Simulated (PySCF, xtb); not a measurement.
H₆O₃W, SMILES [OH][WH3]([OH])[OH], multiplicity 1.

xtb with GFN2-xTB at its own geometry gives an orbital gap of 5.07 eV and a dipole moment of 3.28 D.

The structure is a stationary point at B3LYP-D3(BJ)/def2-SVP. The spin state was assumed, not searched. The structure was generated by enumeration; whether it is a known compound was not checked. The def2 effective core potentials stand for the cores of W; spin–orbit coupling is left out. Other conformers were not sampled.

Question: What does M06-2X/def2-TZVP (PySCF) give? (Estimate from the structure and the level; the computed values follow.)

Answer: gap 8.76 eV (levels -9.23 and -0.46 eV), dipole 1.03 D.
